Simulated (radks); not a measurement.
The numbers below are computed, except where a source is named.
Q: Tc I, configuration [Kr] 4d6.5 5s0.5 (fractional occupations, a model configuration). Level of theory: Dirac Kohn-Sham, PBEsol, spin-unpolarised, spherical densities, finite nucleus; open shells are shared between the two j in proportion to 2j + 1; Fermi nuclear charge, rms radius 4.4112 fm (a radial shooting solver on a logarithmic mesh with Libxc functionals).

Spin-orbit splittings of the eigenvalues, e(l+1/2) - e(l-1/2), with zeta = 2 splitting/(2l+1) and mean radii in bohr:

| shell | occ. | splitting (eV) | zeta (eV) | <r> j=l-1/2 | <r> j=l+1/2 |
|---|---|---|---|---|---|
| 2p | 6 | 118.1 | 78.76 | 0.1271 | 0.1318 |
| 3p | 6 | ? | ? | 0.4093 | 0.4199 |
| 3d | 10 | 3.800 | 1.520 | 0.3971 | 0.4006 |
| 4p | 6 | 2.909 | 1.940 | 1.162 | 1.194 |
| 4d | 6.5 | 0.2472 | 0.09886 | 1.880 | 1.915 |

Estimate the 3p splitting.

A: 19.76 eV (zeta = 13.17 eV).
